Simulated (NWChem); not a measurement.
Species: CH$_{2}$ClFO$_{2}$Si; SMILES O=C[Si@](O)(F)Cl

```xyz
8

O      0.8049     2.3949     0.0685
C      0.6603     1.4039     0.7658
Si    -0.3178    -0.0489    -0.0185
O     -0.6703     0.4475    -1.5346
F     -1.6466    -0.3429     0.8278
Cl     0.7948    -1.7724    -0.0101
H      1.0904     1.3742     1.7906
H     -0.3721     1.3645    -1.6764
```
Atoms are numbered in this order, from 1.

Results from NWChem. All runs use the structure optimised with B3LYP/6-31G* (spherical d).

Task: What does the run give for BLYP/def2-SVP? Quantities: highest occupied level (eV); orbital gap (eV); dipole (D).

Result: 
```json
{
 "highest occupied level (eV)": "-6.07",
 "orbital gap (eV)": "2.92",
 "dipole (D)": "1.24"
}
```
